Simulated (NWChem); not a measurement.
C₂HClF₂Si; SMILES C#C[Si](F)(F)Cl

**Question.** Give the equilibrium geometry at PBE0/def2-SVP (NWChem) as a list of bonds and angles, with the point group.

**Answer.** point group Cs; any orientation.
Bonds (Å): C1–C2 1.215, C1–H7 1.077, C2–Si3 1.803, Si3–F4 1.602, Si3–F5 1.602, Si3–Cl6 2.026. Bond angles (°): C2–C1–H7 179.9, C1–C2–Si3 179.6, C2–Si3–F4 110.2, C2–Si3–F5 110.2, C2–Si3–Cl6 111.7, F4–Si3–F5 107.1, F4–Si3–Cl6 108.8, F5–Si3–Cl6 108.8.
